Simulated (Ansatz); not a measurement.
Species: CH3ISi, SMILES `C=[SiH]I` (charge 0, multiplicity 1).

Give a relaxed geometry from Ansatz (a quantum-chemistry and plane-wave program) with PBE0-D3(BJ)/def2-TZVP.

the end point of this relaxation (outside a Z-matrix the atoms follow the SMILES, hydrogens last).
Cartesian coordinates (Å) in one orientation:
```xyz
6

C     -1.026    -0.005    -0.002
Si     0.655     0.078    -0.189
I      2.221    -0.574     1.515
H     -1.675     0.305    -0.814
H     -1.508    -0.358     0.900
H      1.334     0.555    -1.409
```
